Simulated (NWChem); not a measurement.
System: C2H7S cation; SMILES C[SH+]C

All runs: NWChem. Pople sets run with spherical d functions. Medium grid unless said otherwise, to which SCAN and Minnesota functionals are sensitive. Geometry: optimised at PBE-D3(BJ)/def2-SVP. Hybrids' shares of exact exchange are those that their runs print; pure functionals count as 0. The functionals differ in more than this share.

| row | share of exact exchange | highest occupied level (eV) |
|---|---|---|
| PBE/6-31G* | 0.00 | -13.78 |
| LDA (Slater exchange, VWN5)/6-31G* | 0.00 | -13.78 |
| B3LYP/6-31G* | 0.20 | -14.88 |
| r2SCAN0/6-31G* | 0.25 | -15.32 |
| M06/6-31G* | 0.27 | -15.05 |
| Hartree-Fock/6-31G* | 1.00 | withheld |

Problem. Fit a straight line of the last column on the one before it, predict the withheld value, and compare with the run.

Solution. 
1. Means of the 5 shown rows: x = 0.144, y = -14.562. Slope Σ(x − x̄)(y − ȳ)/Σ(x − x̄)² = -0.3849/0.07172 = -5.366; intercept -13.789.
2. The shown rows scatter about the line by 0.120 (root mean square); the largest residual is -0.19, at r2SCAN0/6-31G*.
3. At x = 1.00 (Hartree-Fock/6-31G*; beyond the shown range) the line gives -19.16.
4. The run gives -18.26, +0.90 from the line, 7.5 times the scatter.
